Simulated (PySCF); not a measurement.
## Does the structure fit the spectrum?

A compound C5H9NOSi gives the data below (simulated from a calculation) and was assigned the structure `NC(=O)C1=C[C@@H]([SiH3])C1`.

¹³C{¹H} NMR (computed): δ 166.1 (CH), 165.3 (C), 150.1 (C), 27.3 (CH), 19.7 (CH3).

¹H NMR (400 MHz, computed): δ 7.14 (d, 1H), 5.29 (br, 1H), 4.91 (m, 1H), 4.58 (br, 1H), 4.57 (m, 1H), 2.19 (m, 1H), 1.32 (d, 3H).

PySCF 2.14 calculation with geometry: GFN2-xTB and σ from GIAO-PBE0/pcSseg-1; in vacuum, fast rotation and ring inversion assumed for equivalent nuclei, one conformer, relativity neglected.

Scale: TMS for ¹H, ¹³C (reference shieldings calculated alike).

Question: Compare with the shifts computed for the proposed structure, pairing carbons in order of shift.

Answer: Mapped SMILES: `[NH2:1][C:2](=[O:3])[C:4]1=[CH:5][C@@H:6]([SiH3:7])[CH2:8]1`. Hydrogens are named by the atom that carries them.

```json
{"atom": "C2", "computed for proposal": "162.5", "given list": "166.1", "difference": "-3.6"}
{"atom": "C5", "computed for proposal": "157.9", "given list": "165.3", "difference": "-7.4"}
{"atom": "C4", "computed for proposal": "143.7", "given list": "150.1", "difference": "-6.4"}
{"atom": "C8", "computed for proposal": "33.6", "given list": "27.3", "difference": "+6.3"}
{"atom": "C6", "computed for proposal": "25.5", "given list": "19.7", "difference": "+5.8"}
```

The rms difference is 6.0 ppm and the largest -7.4 ppm at C5 (β carbon of a C=C–C=O unit). The carbon types in order of shift don't match either: C, CH, C, CH2, CH for the proposal against CH, C, C, CH, CH3 in the data. The proposal doesn't fit.

Question: Which isomer fits?

Answer: SMILES C1(C(N)=O)=C[C@@H](C)[SiH2]1.

1. Carbon types of the structure: 2 × C, 2 × CH, 1 × CH3, leaving 4 H on heteroatoms.
2. δC 166.1: β carbon of a C=C–C=O unit; conjugation with the carbonyl draws π density from the β position.
3. δC 165.3: amide carbonyl carbon; it is a carbonyl in resonance with an O or N lone pair, the region of acids, esters and amides.
4. δC 150.1: α carbon of a C=C–C=O unit; the olefinic region.
5. δC 19.7: methyl carbon; a saturated carbon with 1 carbon neighbour and no heteroatom attached.

The data come from this structure; uniqueness wasn't tested.

Exchangeable OH/NH protons stand at their gas-phase positions; hydrogen bonding in a real sample shifts them, mostly to higher δ. The two substituents on the amide-type nitrogen aren't averaged: C–N rotation is slow on the NMR time scale. Shifts are as computed. Against solution values, carbons near 30 ppm lie about +3 ppm off and those near 130 ppm about +5 ppm. Of 1309 compounds with measured shifts, 239 miss one by over three times the rms of a fit or turn the order of signals round; such compounds aren't used in these exercises. The C=O carbon of an acid or of an amide with N–H lies up to 10 ppm further downfield in solution, through hydrogen bonding that the calculation lacks. No couplings were computed; multiplicities are counted from neighbouring protons, with m where these are inequivalent, close in shift, in a saturated or five-membered ring or joined by F or P, and br s for small geminal =CH2 splittings.
